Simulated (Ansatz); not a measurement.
`CCC[SiH2]O` and `COC[SiH2]O` differ in one atom or group.

Ansatz, PBE0-D4/def2-TZVP geometries, multiplicity 1. Each molecule was computed in one conformer, which needn't be the lowest.

```tsv
property	`CCC[SiH2]O`
LUMO energy (B3LYP/def2-TZVPP) / eV	-0.07
size of the dipole moment (B3LYP/def2-TZVPP) / D	1.70
HOMO–LUMO gap (PBE0/def2-TZVPP) / eV	8.21
HOMO–LUMO gap (PBE/def2-TZVPP) / eV	5.98
HOMO energy (ωB97M-V/def2-TZVPP) / eV	-10.24
HOMO–LUMO gap (ωB97M-V/def2-TZVPP) / eV	12.01
```

(1) Give the same properties after the change, and the shifts. (Estimate.)

Answers

(1) Ansatz gave: 
| property | `COC[SiH2]O` | shift |
| --- | --- | --- |
| LUMO energy (B3LYP/def2-TZVPP) / eV | -0.03 | 0.04 |
| size of the dipole moment (B3LYP/def2-TZVPP) / D | 1.91 | 0.21 |
| HOMO–LUMO gap (PBE0/def2-TZVPP) / eV | 7.52 | -0.69 |
| HOMO–LUMO gap (PBE/def2-TZVPP) / eV | 5.15 | -0.83 |
| HOMO energy (ωB97M-V/def2-TZVPP) / eV | -9.61 | 0.63 |
| HOMO–LUMO gap (ωB97M-V/def2-TZVPP) / eV | 11.50 | -0.51 |

Dipoles are sizes alone; their direction can turn.

B3LYP here is the variant with VWN-RPA as its local correlation; programs differ in this.
